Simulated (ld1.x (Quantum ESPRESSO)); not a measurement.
Be (Z = 4), RRKJ: configuration errors across variants

ld1.x (Quantum ESPRESSO) 7.5 input, shortened:

```
&input
   title='Be', zed=4., rel=1, dft='PBE', iswitch=3,
   config='[He] 2s1.5 2p0.5 3d-2'
 /
 &inputp
   pseudotype=2, tm=.false., rho0=0.005, lloc=1,
   nlcc=.true.
 /
3
2S  1  0   1.50   0.00  1.65  1.65  0.0
3D  3  2  -2.00   0.45  3.20  3.20  0.0
2P  2  1   0.50   0.00  3.50  3.50  0.0
 &test
   configts(1)='2s1.5 2p0.5'
 /
```

All-electron excitation energies from the reference (eV): (1) 2s2 2p0 -1.801; (2) 2s1 2p0 7.749; (3) 2s1.5 2p0 1.960; (4) 2s0 2p1 11.659; (5) 2s1 2p1 1.811; (6) 2s0 2p2 5.450.

The default core radius of the base comes out at 0.95 bohr.

2 further variants failed, have other tests or too few solved ones, and are left out.

A true bound ghost makes a file unfit for plane-wave use even where its test errors are small: the radial tests pick states by their node count and pass the ghost by.

Errors AE − PS in meV (a dash: test not solved or not reliable):

```csv
change,(1),(2),(3),(4),(5),(6),bound ghosts
base,-3.3,+26,+6.7,-86,-3.6,-35,none
type TM; local potential the s channel; rho0 0,-3.3,+29,+7.9,-78,-3.6,-35,none
wave 3d channel at 0.45 Ry: rc 3.20 bohr becomes 3d channel at 4.29 Ry: rc 3.20 bohr,-3.3,+26,+6.7,-86,-3.6,-35,none
core correction a·sin(br)/r model core inside 1.94 bohr,-3.0,+26,+6.6,-83,-3.3,-34,none
wave 2s (bound): rc 1.65 bohr becomes 2s (bound): rc 1.52 bohr,-3.3,+26,+6.7,-87,-3.6,-35,none
wave 3d channel at 0.45 Ry: rc 3.20 bohr becomes 3d channel at 0.45 Ry: rc 3.58 bohr,-3.3,+26,+6.7,-86,-3.6,-35,none
local potential all-electron potential smoothed inside 1.85 bohr (lloc = -2),-4.0,+35,+10.0,-93,-4.2,-41,none
wave 2p (bound): rc 3.50 bohr becomes 2p (bound): rc 2.80 bohr,-1.0,+14,+3.2,-31,-1.2,-12,none
wave 2p (bound): rc 3.50 bohr becomes 2p (bound): rc 4.30 bohr,-6.1,+52,+16,-162,-6.4,-60,d
```

(1) Give the same row for: all radii but the core radius scaled by about 1.11 (s 1.84, p 3.90, d 3.56 bohr).

Results:

(1) -4.5, +36, +10, -119, -4.8, -46; bound ghosts: none.
